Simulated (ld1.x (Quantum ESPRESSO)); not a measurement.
**u(r) = r·R(r): atom against pseudo-atom (silicon (Si))**

Columns: radius, all-electron u(r) and pseudo u(r) of the 3p shell (level -4.38 eV) of silicon in the configuration [Ne] 3s1.5 3p2.5; PBE, scalar-relativistic, RRKJ scheme, ld1.x (Quantum ESPRESSO) 7.5.

```csv
r (bohr),all-electron,pseudo
0.090,0.0892,-0.0077
0.180,0.2002,-0.0293
0.270,0.2568,-0.0606
0.360,0.2582,-0.0960
0.450,0.2195,-0.1303
0.540,0.1558,-0.1601
0.630,0.0787,-0.1846
0.720,-0.0036,-0.2060
0.810,-0.0859,-0.2276
0.900,-0.1648,-0.2535
0.990,-0.2382,-0.2863
1.080,-0.3052,-0.3265
1.170,-0.3652,-0.3721
1.260,-0.4183,-0.4195
1.350,-0.4647,-0.4648
1.440,-0.5048,-0.5048
1.530,-0.5386,-0.5386
1.620,-0.5663,-0.5663
1.710,-0.5885,-0.5885
1.800,-0.6054,-0.6054
1.890,-0.6176,-0.6176
1.980,-0.6256,-0.6256
2.070,-0.6297,-0.6297
2.160,-0.6304,-0.6304
2.250,-0.6283,-0.6283
2.340,-0.6235,-0.6235
```

Task: How many radial nodes do the two functions have?

Result: The all-electron 3p function has n − l − 1 = 1; the pseudo-wave has 0, since the states of the same l below it are removed with the core.

Task: At about which radius was the pseudo-wave matched?

Result: 1.40 bohr, where the columns begin to agree (steps of 0.09 bohr).

Task: Is the pseudo-wave norm-conserving?

Result: Yes: the RRKJ scheme keeps the norm inside the radius equal to the all-electron one, which fixes the energy derivative of the logarithmic derivative at the level.
